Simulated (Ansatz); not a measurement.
Geometry optimisation, RKS PBE0-D4/6-31G* (Ansatz).

Input:

```yaml
crystal:
  periodic: [false, false, false]
  atoms:
    - { symbol: "N", position_ang: [-0.135, -1.4727, 1.1567] }
    - { symbol: C, position_ang: [0.176, -0.2312, 0.381] }
    - { symbol: Al, position_ang: [1.921, 0.5275, 0.9782] }
    - { symbol: C, position_ang: [0.1211, -0.418, -1.1354] }
    - { symbol: C, position_ang: [-1.0927, 0.5731, -1.1792] }
    - { symbol: C, position_ang: [-0.9592, 0.8109, 0.34] }
    - { symbol: H, position_ang: [0.5506, -2.169, 0.9458] }
    - { symbol: H, position_ang: [-1.0686, -1.7801, 0.8123] }
    - { symbol: H, position_ang: [3.1857, 0.68691, -0.08307] }
    - { symbol: H, position_ang: [2.1457, 1.03157, 2.47955] }
    - { symbol: H, position_ang: [0.9177, -0.0749, -1.6902] }
    - { symbol: H, position_ang: [-0.2659, -1.441, -1.4083] }
    - { symbol: H, position_ang: [-0.8929, 1.5181, -1.7633] }
    - { symbol: H, position_ang: [-2.0919, 0.1276, -1.4219] }
    - { symbol: H, position_ang: [-0.645, 1.8183, 0.5873] }
    - { symbol: H, position_ang: [-1.8636, 0.5134, 0.9143] }
basis:
  gaussian: { orbitals: "6-31G*" }
hamiltonian:
  xc: pbe0
  dispersion: d4
relax:
  f_tol: 0.015
  max_steps: 40
output:
  orbitals: {}
```

Run as:

```bash
$ ansatz run input.yaml --threads 2 --pin off --max-ram 3072MiB --backend cpu --events-out ev --progress --plain --runs-dir out
```

Q: Where does it end, and by what steps?

A: The run converged. After 25 steps the energy has fallen by 1.161 eV; H8 moved furthest, 1.48 Å. Joined: N1–Al3.

| step | energy less start (eV) | largest force component (eV/Å) | accepted |
| --- | --- | --- | --- |
| 0 | 0.0000 | 4.036 | yes |
| 1 | -0.3869 | 0.988 | yes |
| 2 | -0.4368 | 0.241 | yes |
| 3 | -0.4351 | 0.585 | no |
| 4 | -0.4516 | 0.053 | yes |
| 5 | -0.4653 | 0.170 | yes |
| 6 | -0.4957 | 0.225 | yes |
| 7 | -0.5397 | 0.355 | yes |
| 8 | -0.6034 | 0.489 | yes |
| 9 | -0.7210 | 0.782 | yes |
| 10 | -0.8806 | 1.045 | yes |
| 11 | -1.0471 | 1.132 | yes |
| 12 | -1.0920 | 0.807 | yes |
| 13 | -1.0987 | 0.923 | yes |
| 14 | -1.1203 | 0.400 | yes |
| 15 | -1.0386 | 1.312 | no |
| 16 | -1.1507 | 0.177 | yes |
| 17 | -1.1498 | 0.161 | no |
| 18 | -1.1572 | 0.038 | yes |
| 19 | -1.1584 | 0.048 | yes |
| 20 | -1.1596 | 0.115 | yes |
| 21 | -1.1605 | 0.044 | yes |
| 22 | -1.1609 | 0.047 | yes |
| 23 | -1.1613 | 0.038 | yes |
| 24 | -1.1613 | 0.049 | no |
| 25 | -1.1614 | 0.009 | yes |

```xyz
16
Properties=species:S:1:pos:R:3
N 0.534 -1.151 1.131
C 0.200 -0.043 0.149
Al 1.896 0.345 1.067
C -0.115 -0.403 -1.303
C -1.120 0.770 -1.286
C -1.159 0.650 0.254
H 0.694 -2.049 0.681
H -0.160 -1.263 1.866
H 3.252 -0.170 0.397
H 1.841 1.223 2.399
H 0.694 -0.388 -2.040
H -0.651 -1.363 -1.381
H -0.647 1.704 -1.601
H -2.060 0.643 -1.830
H -1.242 1.565 0.848
H -1.953 -0.049 0.562
```

Whether the end is a true minimum wasn't checked by a vibrational analysis.

Time of the run: 2.2 min on 2 threads of Intel(R) Xeon(R) Platinum 8259CL CPU @ 2.50GHz (Skylake/Cascade Lake), with other jobs on the host, peak memory 0.31 GiB.
